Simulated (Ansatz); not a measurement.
Reactions of Cl₃HSeSn (`[Cl][Sn]([Cl])([Cl])[SeH]`).

Program: Ansatz. Geometries: PBE0-D4/def2-TZVP. ΔE: electronic, gas phase. CCSD(T)/CBS adds triple-zeta CCSD(T) − MP2 to the extrapolated MP2 energy (def2 sets, frozen cores). This one scheme is used for every species, atoms too. For atomizations the MP2-based limit and the directly extrapolated one differ by several kJ/mol either way, and by 10 to 25 for some Ge, Se and Sn compounds, so smaller differences from it don't rank the levels. DFT in def2-TZVPP. Open shells (•) are unrestricted, without spin–orbit coupling. Spin–orbit coupling would lower the free atoms: a little for Cl; clearly for Se; strongly for Sn. def2 core potentials past Kr. For Ga, Se, Sn outer-core shells are correlated without core-valence functions, so the limit isn't a true one: a few kJ/mol of doubt a bond, and 10 to 20 or more in all where bonds break to atoms. Scalar relativity is left out up to krypton. One conformer a species, not always the lowest.

```tsv
reaction	r2SCAN-D4 (kJ/mol)	CCSD(T)/CBS(def2) (kJ/mol)
`[Cl][Sn]([Cl])([Cl])[SeH]` + H₂ → `[Cl][SnH]([Cl])[SeH]` + HCl	70	67
`[Cl][Sn]([Cl])([Cl])[SeH]` + `CCNC` → `CC[N](C)[Sn]([Cl])([Cl])[Cl]` + H₂Se	74	67
`[Cl][Sn]([Cl])([Cl])[SeH]` + `[F][AlH][F]` → `[F][Al]([F])[SeH]` + `[Cl][SnH]([Cl])[Cl]`	-37	-32
`[Cl][Sn]([Cl])([Cl])[SeH]` + `[CH3][GaH][F]` → `[CH3][Ga]([F])[SeH]` + `[Cl][SnH]([Cl])[Cl]`	-33	-30
`[Cl][Sn]([Cl])([Cl])[SeH]` + H–F → `[F][Sn]([Cl])([Cl])[Cl]` + H₂Se	33	45
`[Cl][Sn]([Cl])([Cl])[SeH]` → 3 Cl• + H• + Se• + Sn•	1581	1591
```

Largest T1 diagnostic: 0.013, for `[CH3][GaH][F]`.
